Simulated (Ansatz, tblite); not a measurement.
Spin states of the cluster SiAu₂, each relaxed with PBE-D4/def2-TZVP in Ansatz. Electronic energies in the gas phase.

In the def2 sets Au takes a core potential; there is no spin–orbit coupling. The xTB rows come from tblite. LC-ωPBE has ω = 0.4 bohr⁻¹. Correlated methods freeze 5 core orbitals; core or outer-core shells of Au are correlated, in sets that lack core-valence functions. The structure comes from a short search, and lower isomers may exist.

Singlet geometry (C2v within 0.1 Å):

```xyz
3

Au   -1.694    0.353   -0.158
Au    1.202   -1.255   -0.023
Si    0.492    0.902    0.181
```

Triplet geometry (C2v within 0.1 Å):

Cartesian coordinates in Å:
```
Au 0.405 -1.033 1.736
Au -0.753 1.399 -1.313
Si 0.348 -0.366 -0.424
```

Quintet geometry (D∞h within 0.1 Å):

```xyz
3

Au   -1.440   -0.652   -1.709
Au    1.438    0.651    1.711
Si    0.002    0.001   -0.002
```

⟨S²⟩: triplet 2.01 at PBE0-D4/def2-TZVP (pure 2.00), quintet 6.01 at PBE0-D4/def2-TZVP (pure 6.00).

Run but left out: HF/def2-TZVP (singlet: restricted singlet, unstable towards broken spin symmetry); B2PLYP/def2-TZVP, PBE-QIDH/def2-TZVP (singlet: restricted singlet, unstable in another Hartree–Fock run and untested here).

Only these spin states were relaxed.

Question: Estimate which spin state lies lowest at each of these levels, and by how much: GFN1-xTB; GFN2-xTB; PBE-D4/def2-TZVP; r2SCAN-D4/def2-TZVP; PBE0-D4/def2-TZVP; LC-ωPBE/def2-TZVP; ωB97M-V/def2-TZVP; RPA@PBE/def2-TZVP.

Answer: 
```json
{"level": "GFN1-xTB", "triplet − singlet (kcal/mol)": "24.5", "quintet − singlet (kcal/mol)": "70.2", "lowest of these": "singlet"}
{"level": "GFN2-xTB", "triplet − singlet (kcal/mol)": "27.4", "quintet − singlet (kcal/mol)": "114.5", "lowest of these": "singlet"}
{"level": "PBE-D4/def2-TZVP", "triplet − singlet (kcal/mol)": "27.1", "quintet − singlet (kcal/mol)": "88.5", "lowest of these": "singlet"}
{"level": "r2SCAN-D4/def2-TZVP", "triplet − singlet (kcal/mol)": "22.4", "quintet − singlet (kcal/mol)": "83.7", "lowest of these": "singlet"}
{"level": "PBE0-D4/def2-TZVP", "triplet − singlet (kcal/mol)": "22.2", "quintet − singlet (kcal/mol)": "83.6", "lowest of these": "singlet"}
{"level": "LC-ωPBE/def2-TZVP", "triplet − singlet (kcal/mol)": "15.8", "quintet − singlet (kcal/mol)": "78.3", "lowest of these": "singlet"}
{"level": "ωB97M-V/def2-TZVP", "triplet − singlet (kcal/mol)": "26.6", "quintet − singlet (kcal/mol)": "91.9", "lowest of these": "singlet"}
{"level": "RPA@PBE/def2-TZVP", "triplet − singlet (kcal/mol)": "27.5", "quintet − singlet (kcal/mol)": "87.1", "lowest of these": "singlet"}
```

Change of the quintet − singlet gap on mixing in exact exchange, in kcal/mol: PBE to PBE0 (25 % exact exchange) -5.0. The xTB methods have no spin-polarisation term.
